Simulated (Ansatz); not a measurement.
Steps of a relaxation of C$_{4}$H$_{9}$Al (`[CH3][AlH][CH]1CC1`) with RKS PBE0-D4/def2-TZVP.

```sh
$ ansatz run in.yaml --threads 4 --pin off --events-out ev --progress --plain --max-ram 10444MiB
```

```yaml
crystal:
  periodic: [false, false, false]
  atoms:
    - {symbol: C, position_ang: [-1.975232, 1.013720, 0.354949]}
    - {symbol: Al, position_ang: [-0.243713, 0.761014, 1.259565]}
    - {symbol: C, position_ang: [1.141272, -0.287147, 0.371613]}
    - {symbol: C, position_ang: [0.764056, -1.503649, -0.484914]}
    - {symbol: C, position_ang: [1.245541, -0.260320, -1.160740]}
    - {symbol: H, position_ang: [-2.164845, 0.274688, -0.451153]}
    - {symbol: H, position_ang: [-2.014906, 2.021579, -0.115420]}
    - {symbol: H, position_ang: [-2.828102, 0.973088, 1.064617]}
    - {symbol: H, position_ang: [0.032588, 1.444310, 2.687801]}
    - {symbol: H, position_ang: [2.118528, -0.392613, 0.876410]}
    - {symbol: H, position_ang: [1.439117, -2.374344, -0.453891]}
    - {symbol: H, position_ang: [-0.300496, -1.777060, -0.584529]}
    - {symbol: H, position_ang: [2.255376, -0.263163, -1.602395]}
    - {symbol: H, position_ang: [0.517915, 0.340597, -1.733113]}
basis:
  gaussian: {orbitals: def2-TZVP}
hamiltonian: {xc: pbe0, dispersion: d4}
relax: {f_tol: 0.005, max_steps: 150}
```

Positions (Å) and forces (eV/Å) along the path, 11 of 21 steps:

```xyz
14
step=1 energy=-10884.4128 eV
C    -1.975    1.014    0.355   -0.307    0.074   -0.161
Al   -0.244    0.761    1.260    0.024   -0.051   -0.112
C     1.141   -0.287    0.372    0.203   -0.141   -0.114
C     0.764   -1.504   -0.485    0.010   -0.062   -0.021
C     1.246   -0.260   -1.161    0.029    0.007   -0.060
H    -2.165    0.275   -0.451    0.095    0.348    0.385
H    -2.015    2.022   -0.115    0.023   -0.459    0.214
H    -2.828    0.973    1.065    0.403    0.007   -0.326
H     0.033    1.444    2.688   -0.030   -0.085   -0.164
H     2.119   -0.393    0.876   -0.505    0.032   -0.302
H     1.439   -2.374   -0.454   -0.357    0.508   -0.025
H    -0.300   -1.777   -0.585    0.590    0.190    0.065
H     2.255   -0.263   -1.602   -0.561   -0.026    0.268
H     0.518    0.341   -1.733    0.384   -0.342    0.352
14
step=4 energy=-10884.4701 eV
C    -1.957    1.007    0.345    0.000    0.002   -0.007
Al   -0.238    0.759    1.242    0.000   -0.001    0.001
C     1.135   -0.282    0.368    0.004    0.001    0.000
C     0.755   -1.490   -0.475   -0.002    0.000    0.001
C     1.232   -0.262   -1.151   -0.001    0.001    0.002
H    -2.125    0.299   -0.471    0.000    0.002    0.001
H    -2.015    2.014   -0.085   -0.002   -0.001    0.005
H    -2.794    0.924    1.044    0.001   -0.002   -0.001
H     0.032    1.433    2.660   -0.001    0.001    0.000
H     2.099   -0.389    0.857    0.001    0.000    0.001
H     1.419   -2.345   -0.445    0.000   -0.001    0.000
H    -0.294   -1.752   -0.566   -0.002   -0.001    0.000
H     2.224   -0.273   -1.587    0.001   -0.001   -0.001
H     0.514    0.329   -1.709   -0.001    0.001   -0.001
14
step=5 energy=-10884.4696 eV rejected
C    -1.951    1.012    0.338   -0.095    0.036   -0.046
Al   -0.231    0.769    1.235   -0.012    0.014    0.023
C     1.140   -0.277    0.365    0.033    0.007    0.031
C     0.750   -1.491   -0.461   -0.019   -0.037   -0.009
C     1.227   -0.272   -1.153    0.008    0.013   -0.034
H    -2.081    0.357   -0.533   -0.003    0.085    0.102
H    -2.050    2.050   -0.015   -0.001   -0.147    0.047
H    -2.791    0.838    1.025    0.106    0.024   -0.103
H     0.032    1.443    2.656    0.000   -0.005   -0.014
H     2.107   -0.382    0.851   -0.019    0.003   -0.007
H     1.411   -2.349   -0.429   -0.013    0.014    0.002
H    -0.301   -1.750   -0.542    0.021    0.002   -0.002
H     2.217   -0.293   -1.596   -0.019    0.003    0.007
H     0.507    0.317   -1.712    0.015   -0.012    0.005
14
step=8 energy=-10884.4697 eV rejected
C    -1.951    1.010    0.337   -0.124    0.054   -0.027
Al   -0.229    0.774    1.232    0.006   -0.001    0.006
C     1.141   -0.277    0.366   -0.006    0.001    0.000
C     0.746   -1.491   -0.462    0.001   -0.003   -0.001
C     1.231   -0.273   -1.153    0.005   -0.001   -0.006
H    -2.077    0.365   -0.541    0.000    0.082    0.093
H    -2.065    2.053    0.002    0.008   -0.160    0.041
H    -2.787    0.817    1.025    0.112    0.025   -0.109
H     0.035    1.456    2.648    0.001    0.000   -0.003
H     2.107   -0.386    0.853   -0.003    0.001    0.000
H     1.404   -2.351   -0.427   -0.002    0.003    0.001
H    -0.305   -1.745   -0.545    0.004    0.003    0.000
H     2.221   -0.299   -1.594   -0.004    0.000    0.003
H     0.516    0.318   -1.715    0.001   -0.002    0.002
14
step=9 energy=-10884.4704 eV
C    -1.954    1.009    0.342    0.010   -0.003    0.003
Al   -0.234    0.766    1.237   -0.002    0.000    0.005
C     1.138   -0.279    0.367    0.005    0.001    0.005
C     0.751   -1.490   -0.469   -0.003   -0.007   -0.002
C     1.232   -0.267   -1.152    0.002    0.003   -0.008
H    -2.104    0.329   -0.502   -0.001   -0.002   -0.005
H    -2.037    2.030   -0.046   -0.003    0.009   -0.002
H    -2.790    0.876    1.035   -0.004   -0.004    0.003
H     0.033    1.443    2.655    0.001    0.000   -0.003
H     2.103   -0.388    0.856   -0.004    0.001   -0.002
H     1.412   -2.348   -0.437   -0.004    0.004    0.001
H    -0.299   -1.749   -0.556    0.005    0.001    0.000
H     2.223   -0.285   -1.590   -0.005    0.000    0.002
H     0.514    0.324   -1.712    0.004   -0.003    0.002
14
step=12 energy=-10884.4709 eV
C    -1.952    1.012    0.338   -0.004    0.007    0.003
Al   -0.229    0.777    1.231    0.001   -0.002   -0.003
C     1.141   -0.275    0.365   -0.006    0.002   -0.002
C     0.746   -1.491   -0.460    0.003   -0.003   -0.001
C     1.233   -0.276   -1.154    0.002   -0.002   -0.002
H    -2.073    0.382   -0.547   -0.001    0.003    0.003
H    -2.076    2.054    0.018    0.001   -0.009    0.004
H    -2.784    0.802    1.018    0.006   -0.001   -0.007
H     0.037    1.457    2.647    0.001    0.001   -0.001
H     2.106   -0.383    0.853   -0.004   -0.002   -0.005
H     1.402   -2.353   -0.422   -0.004    0.006    0.000
H    -0.306   -1.745   -0.544    0.007    0.003    0.001
H     2.223   -0.304   -1.594   -0.006    0.000    0.005
H     0.518    0.314   -1.719    0.005   -0.004    0.005
14
step=13 energy=-10884.4710 eV
C    -1.951    1.015    0.337   -0.017    0.006   -0.004
Al   -0.227    0.781    1.228    0.005    0.003   -0.005
C     1.142   -0.273    0.363   -0.004    0.001    0.001
C     0.745   -1.492   -0.456    0.003   -0.001   -0.001
C     1.233   -0.281   -1.156   -0.002    0.000    0.003
H    -2.060    0.409   -0.567   -0.001    0.010    0.014
H    -2.094    2.063    0.049    0.003   -0.022    0.007
H    -2.780    0.768    1.009    0.015    0.003   -0.016
H     0.039    1.464    2.642    0.000    0.000    0.001
H     2.107   -0.381    0.851   -0.002   -0.001   -0.002
H     1.399   -2.354   -0.414   -0.002    0.003   -0.001
H    -0.308   -1.744   -0.538    0.003    0.002   -0.001
H     2.223   -0.312   -1.596   -0.003   -0.001    0.003
H     0.520    0.308   -1.723    0.002   -0.003    0.002
14
step=17 energy=-10884.4712 eV
C    -1.952    1.019    0.336   -0.007    0.003   -0.001
Al   -0.222    0.794    1.218   -0.001    0.002    0.001
C     1.143   -0.269    0.360    0.001   -0.004    0.003
C     0.740   -1.493   -0.450   -0.001    0.001    0.001
C     1.238   -0.291   -1.158    0.000    0.001   -0.003
H    -2.036    0.470   -0.605    0.000    0.003    0.005
H    -2.141    2.077    0.120    0.001   -0.009    0.002
H    -2.769    0.692    0.988    0.006    0.002   -0.005
H     0.049    1.485    2.628    0.000    0.000   -0.001
H     2.106   -0.380    0.851    0.000    0.000    0.001
H     1.388   -2.359   -0.399    0.000    0.000    0.000
H    -0.314   -1.738   -0.533    0.000    0.000    0.000
H     2.229   -0.332   -1.595    0.000    0.001   -0.001
H     0.529    0.297   -1.732    0.000    0.001    0.000
14
step=19 energy=-10884.4712 eV rejected
C    -1.952    1.018    0.336   -0.010    0.010   -0.005
Al   -0.217    0.805    1.212   -0.008   -0.015    0.010
C     1.142   -0.271    0.360    0.002   -0.001    0.001
C     0.734   -1.492   -0.450   -0.002    0.006    0.003
C     1.242   -0.294   -1.157    0.002   -0.001   -0.005
H    -2.026    0.493   -0.620   -0.001    0.007    0.011
H    -2.167    2.077    0.152    0.000   -0.017    0.000
H    -2.760    0.652    0.980    0.014    0.005   -0.010
H     0.057    1.507    2.616    0.002    0.004   -0.004
H     2.104   -0.386    0.854    0.000    0.001    0.000
H     1.378   -2.363   -0.396    0.001    0.001    0.000
H    -0.321   -1.731   -0.535    0.000    0.000   -0.001
H     2.234   -0.341   -1.590    0.000    0.000   -0.001
H     0.539    0.298   -1.734    0.000   -0.001   -0.001
14
step=20 energy=-10884.4712 eV
C    -1.952    1.018    0.336    0.006   -0.001    0.000
Al   -0.219    0.801    1.214   -0.001   -0.001    0.001
C     1.142   -0.271    0.361   -0.001   -0.003    0.001
C     0.736   -1.493   -0.450    0.000    0.004    0.002
C     1.241   -0.293   -1.157    0.000    0.000   -0.002
H    -2.029    0.486   -0.616    0.000   -0.001   -0.002
H    -2.160    2.076    0.144   -0.001    0.005   -0.001
H    -2.762    0.663    0.982   -0.004   -0.002    0.003
H     0.056    1.504    2.617    0.000    0.000   -0.001
H     2.104   -0.386    0.854    0.000    0.000    0.000
H     1.380   -2.362   -0.398    0.001    0.000    0.000
H    -0.319   -1.733   -0.535    0.000    0.000    0.000
H     2.232   -0.338   -1.591    0.000    0.000    0.000
H     0.536    0.299   -1.733    0.000    0.000    0.000
14
step=21 energy=-10884.4712 eV
C    -1.952    1.018    0.336    0.002    0.001    0.000
Al   -0.219    0.802    1.214    0.000   -0.001    0.000
C     1.142   -0.271    0.361   -0.001   -0.003    0.001
C     0.735   -1.493   -0.450    0.000    0.003    0.001
C     1.241   -0.293   -1.157    0.000    0.000   -0.002
H    -2.027    0.489   -0.617    0.000    0.000    0.000
H    -2.163    2.076    0.148   -0.001    0.001   -0.001
H    -2.761    0.657    0.981   -0.001   -0.001    0.000
H     0.058    1.507    2.616    0.000    0.000    0.000
H     2.104   -0.386    0.855    0.000    0.000    0.000
H     1.379   -2.362   -0.398    0.000    0.000    0.000
H    -0.320   -1.732   -0.536    0.000    0.000    0.000
H     2.233   -0.339   -1.590    0.000    0.000    0.000
H     0.538    0.299   -1.733    0.000    0.000    0.000
```

It took 80 s on 4 threads of an Arm Neoverse V1 on a shared host, with 0.6 GiB of host memory at the peak.
